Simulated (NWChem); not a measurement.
Correlation energy of H3Ga

```
Ga
H 1 1.5807
H 1 1.5807 2 120.00
H 1 1.5807 2 120.00 3 180.00
```
Charge 0, spin multiplicity 1.

Program: NWChem. Structure: optimised with PBE/def2-SVP, a minimum by its harmonic frequencies.

Basis set: def2-SVP. Each correlation energy counts from its own Hartree-Fock reference.

```json
[
 {"method": "MP2", "correlation energy (mHa)": "-225.5", "difference from CCSD(T)": "+15.1"},
 {"method": "SCS-MP2", "correlation energy (mHa)": "-218.1", "difference from CCSD(T)": "+22.6"},
 {"method": "CR-CCSD[T]", "correlation energy (mHa)": "-240.6", "difference from CCSD(T)": "0.0"},
 {"method": "CR-CCSD(T)", "correlation energy (mHa)": "-239.5", "difference from CCSD(T)": "+1.1"},
 {"method": "CCSD", "correlation energy (mHa)": "-234.1", "difference from CCSD(T)": "+6.6"},
 {"method": "CCSD+T(CCSD)", "correlation energy (mHa)": "-242.0", "difference from CCSD(T)": "-1.4"},
 {"method": "CCSD(T)", "correlation energy (mHa)": "-240.6", "difference from CCSD(T)": "0.0"}
]
```

The values span 23.9 mHa, from CCSD+T(CCSD) (lowest) to SCS-MP2 (highest). 

The Hamiltonian is non-relativistic. The correlated methods keep 9 core orbitals frozen. The structure started from a generated list of species. Differences from the coupled-cluster row are differences between methods, not errors against experiment.
